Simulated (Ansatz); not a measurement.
(KH)n off (charge -1): PBE-D4/def2-TZVPD single points in Ansatz on relaxed structures, gas phase. Each cluster is the lowest isomer that a short search found in that spin, judged at the geometry's level, and lower ones may exist. Singlets are spin-restricted. A dash marks a value that wasn't run or was left out as unsound. The structures are stationary points that may keep the symmetry of their start. Remarks come from the PBE and PBE0 runs and from stability tests at other levels; not every state was tested. A HOMO above zero means that the electron is unbound at that level and held by the basis, or that self-interaction error raises the level; the energy of removing that electron tells which. HOMO above LUMO (over both spins in singlets and doublets, within one spin in higher multiplets; at PBE or PBE0), or a gap under 0.15 eV within one spin, warns that the state may not be the lowest or that an electron is smeared out.

| species | atoms | state | geometry | HOMO (eV) | vertical IE (eV) | lowest of the spins relaxed | point group (within 0.1 Å) | remarks |
| --- | --- | --- | --- | --- | --- | --- | --- | --- |
| KH2⁻ | 3 | singlet | B3LYP-D4/def2-TZVPD | 0.43 | 1.85 | singlet, of singlet/triplet | D∞h | HOMO above zero at PBE or PBE0, HOMO above zero (triplet), HOMO above zero (quintet), gap within one spin near zero at PBE or PBE0 (quintet) |
| K4H5⁻ | 9 | singlet | PBE0-D4/def2-SVPD | -0.52 | 2.37 | – | D4h | – |
| K5H6⁻ | 11 | singlet | PBE-D4/def2-SVPD | -0.48 | – | – | C2v | – |
